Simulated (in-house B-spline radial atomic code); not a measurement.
## TDHF excitations of Ne VII (Ne6+)

Method: TDHF. Computed with an all-electron radial atomic-structure program (B-spline basis): linear response of the closed shell [He] 2s2 with bare exchange (time-dependent Hartree-Fock); scalar-relativistic (spin-free one-electron X2C), finite nucleus, no spin-orbit coupling, no double excitations, S, P, D and F terms only.

Command:
```bash
python run_td.py task.json out
```
Settings (radii: box in bohr, nucleus in fm):
```
Z                        10
electrons                4
configuration            [He] 2s2
hamiltonian              x2c
method                   hf
box_radius               14.35
rms_radius               3.0055
intervals                72
```

Cost of the run: 0.3 s on 1 thread of Arm Neoverse N1, on a shared host.

The lowest states, in the order of their Tamm-Dancoff energies; the method's threshold (minus the highest occupied level) is 204.11 eV. Labels give the largest channel, * marks a mixed state, and oscillator strengths are full-response dipole values. Energies in eV:

| state | full response | Tamm-Dancoff | oscillator strength |
| --- | --- | --- | --- |
| 2s → 2p 3P | 8.075 | 10.818 | - |
| 2s → 2p 1P | ? | ? | ? |
| 2s → 3s 3S | ? | ? | - |
| 2s → 3s 1S | 121.70 | 121.72 | - |
| 2s → 3p 3P | 124.70 | 124.70 | - |
| 2s → 3p 1P | 125.77 | 125.77 | 0.497 |
| 2s → 3d 3D | 127.92 | 127.93 | - |
| 2s → 3d 1D | 130.18 | 130.19 | - |
| 2s → 4s 3S | 157.97 | 157.98 | - |
| 2s → 4s 1S | 158.94 | 158.94 | - |

Q: Where does 2s → 2p 1P lie?

A: At 23.945 eV in full response, 24.995 eV in Tamm-Dancoff, oscillator strength 0.374.

Q: Where does 2s → 3s 3S lie?

A: At 118.59 eV in full response, 118.62 eV in Tamm-Dancoff.

Q: How large is the singlet-triplet splitting of 2s → 2p (P terms) in Tamm-Dancoff?

A: 14.2 eV, from the unrounded values.

Q: What polarisabilities and dispersion coefficient does the method give?

A: Dipole 0.5204 bohr³, quadrupole 0.0939 bohr⁵, C6 0.2013 hartree·bohr⁶ for two such species.
